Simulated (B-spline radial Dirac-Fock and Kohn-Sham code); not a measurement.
# Si: input and output of one calculation

ΔSCF core binding energies without Breit or QED terms, calculated with a radial B-spline solver.

Input (task.json):

```json
{"items": [{"Z": 14, "q": 0, "cfg": [[1, 0, 2], [2, 0, 2], [2, 1, 6], [3, 0, 2], [3, 1, 2]], "A": 28, "rrms": 3.1224, "do": "settings", "holes": ["K", "L3", "M5"],
  "settings": [{"rel": "dirac", "method": "hf", "nuc": "fermi", "radius_factor": 1.0, "rmax": 45.0, "h": 0.3, "order": 8, "points": 10, "c_factor": 1.0, "maxit": 60, "damp": 0.5, "ndamp": 3, "tol": 1e-08}]}]}
```

Command: `python xray2_run.py task.json out`

Ground-state iterations:

```
iter   energy (Ha)        error
   1     -288.64851276  5.41e-01
   2     -289.38622088  7.54e-02
   3     -289.45130391  2.40e-02
   4     -289.45981156  7.52e-03
   5     -289.46121916  2.82e-03
   6     -289.46133064  3.97e-04
   7     -289.46133569  6.83e-05
   8     -289.46133592  1.53e-05
   9     -289.46133593  1.64e-06
  10     -289.46133593  1.00e-07
```

The ground state converged in 10 iterations, with total energy -289.46134 Ha, virial ratio 1.99567 and highest orbital energy -7.56 eV. ΔSCF binding energies: K (1s) 1850.1 eV, L3 (2p3/2) 107.9 eV. Holes are computed only in closed shells, and unreliable hole states are left out.
